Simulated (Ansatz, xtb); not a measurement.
## Relative energy of two isomers of C6H6FNO

Structure I is `COc1ccc(F)nc1`, a singlet and structure II is `COc1cccc(F)n1`, a singlet. Both are isolated molecules in the gas phase, relaxed with PBE0-D3(BJ)/def2-SVP; the shapes shown needn't be the lowest conformers.

I (Å):

```yaml
atoms:
  - { symbol: C, position_ang: [2.5153, -0.9084, 0.7816] }
  - { symbol: C, position_ang: [0.8330, 0.7333, 1.0031] }
  - { symbol: C, position_ang: [-0.1375, 1.3511, 1.8074] }
  - { symbol: C, position_ang: [-0.8901, 2.3879, 1.2871] }
  - { symbol: C, position_ang: [-0.6333, 2.7646, -0.0345] }
  - { symbol: C, position_ang: [0.9924, 1.2044, -0.3038] }
  - { symbol: F, position_ang: [-1.3416, 3.7581, -0.5605] }
  - { symbol: N, position_ang: [0.2616, 2.2060, -0.7986] }
  - { symbol: O, position_ang: [1.5378, -0.2700, 1.5572] }
  - { symbol: H, position_ang: [2.0801, -1.3865, -0.1137] }
  - { symbol: H, position_ang: [2.9635, -1.6834, 1.4157] }
  - { symbol: H, position_ang: [3.3061, -0.2073, 0.4609] }
  - { symbol: H, position_ang: [-0.2765, 0.9970, 2.8308] }
  - { symbol: H, position_ang: [-1.6562, 2.9008, 1.8702] }
  - { symbol: H, position_ang: [1.7309, 0.7657, -0.9804] }
```

II (Å):

```yaml
atoms:
  - { symbol: C, position_ang: [-2.2273, -1.1040, 1.6999] }
  - { symbol: C, position_ang: [-0.6128, 0.3080, 0.7416] }
  - { symbol: C, position_ang: [-0.1098, 1.5987, 0.5091] }
  - { symbol: C, position_ang: [1.0468, 1.7053, -0.2471] }
  - { symbol: C, position_ang: [1.6685, 0.5579, -0.7468] }
  - { symbol: C, position_ang: [1.0611, -0.6512, -0.4390] }
  - { symbol: F, position_ang: [1.6044, -1.7750, -0.8850] }
  - { symbol: N, position_ang: [-0.0335, -0.7879, 0.2737] }
  - { symbol: O, position_ang: [-1.7247, 0.1951, 1.4680] }
  - { symbol: H, position_ang: [-2.4736, -1.6110, 0.7545] }
  - { symbol: H, position_ang: [-1.4949, -1.7248, 2.2381] }
  - { symbol: H, position_ang: [-3.1317, -0.9749, 2.3065] }
  - { symbol: H, position_ang: [-0.6297, 2.4640, 0.9197] }
  - { symbol: H, position_ang: [1.4748, 2.6891, -0.4537] }
  - { symbol: H, position_ang: [2.5782, 0.5877, -1.3458] }
```

Question: Which of the two would you expect CCSD(T)/def2-SVP + ΔMP2/def2-TZVPP electronic energies to favour?

Answer: Structure II; the calculation gives E(II) − E(I) = −0.417 eV.

The same difference at several levels:

```
                             level              geometry  E(II) − E(I) (eV)  departure from the last row (eV)  job, with rough time for the two
                          GFN2-xTB              GFN2-xTB              −0.319                            +0.098              optimisation, 0.15 s
                         HF/STO-3G              GFN2-xTB              −0.359                            +0.057              single point, 0.82 s
                r2SCAN-D4/def2-SVP              GFN2-xTB              −0.483                            −0.066               single point, 9.9 s
              PBE0-D3(BJ)/def2-SVP  PBE0-D3(BJ)/def2-SVP              −0.464                            −0.047                optimisation, 68 s
                       HF/def2-SVP  PBE0-D3(BJ)/def2-SVP              −0.557                            −0.140           part of the CCSD(T) run
                      MP2/def2-SVP  PBE0-D3(BJ)/def2-SVP              −0.424                            −0.008           part of the CCSD(T) run
                  CCSD(T)/def2-SVP  PBE0-D3(BJ)/def2-SVP              −0.442                            −0.026                      single point
CCSD(T)/def2-SVP + ΔMP2/def2-TZVPP  PBE0-D3(BJ)/def2-SVP              −0.417                                               single point, 5.8 min
```

As drawn, both hold the same kinds of bond in the same numbers.

None of the levels shown reverses the order. The largest departure from CCSD(T)/def2-SVP + ΔMP2/def2-TZVPP is that of HF/def2-SVP, 0.140 eV. The last row adds to CCSD(T) the change of the MP2 difference between the two basis sets, here +0.026 eV.

With thermal terms from frequencies at re-optimised GFN2-xTB minima (ideal gas, soft modes damped towards free rotors, one conformer each, 298.15 K, 1 atm): the zero-point term adds +0.002 eV; ΔH is −0.413 and ΔG −0.419 eV.

The correlated steps freeze 9 core orbitals. Programs: Ansatz 0.2.0, xtb 6.7.1; the last row on 2 threads of Arm Neoverse V1 on a shared host.
